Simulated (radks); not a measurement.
Charge is removed step by step from the 5p down level of Yb, starting from [Kr] 4d10 4f14 5s2 5p(up 3, down 3) 6s2. All-electron calculation, scalar-relativistic Kohn-Sham, r2SCAN, spin-polarised, spherical densities, finite nucleus; meta-GGA in the generalised Kohn-Sham scheme; Fermi nuclear charge, rms radius 5.3108 fm. Program: a radial shooting solver on a logarithmic mesh with Libxc functionals.

removed (e)	E - E(0) (eV)	eigenvalue (eV)	E minus straight line (eV)
0	0.000	-28.461	0.000
0.125	3.630	-29.700	-0.573
0.25	7.417	-30.972	-0.988
0.375	11.365	-32.272	-1.243
0.5	15.477	-33.598	-1.333
0.625	19.756	-34.946	-1.257
0.75	24.205	-36.314	-1.011
0.875	28.826	-37.701	-0.593
1	33.621	-39.104	0.000

Removing the whole electron costs 33.621 eV by Delta-SCF, against 28.461 eV from minus the eigenvalue at the starting occupation. Slater's transition state (half an electron removed) gives 33.598 eV. Integrating minus the eigenvalue over the occupation (Janak's theorem) gives 33.659 eV. In this scalar-relativistic scheme the density is built from large components alone, so the theorem holds only approximately. The mean slope of the eigenvalue, de/dn, is 10.6 eV per electron.
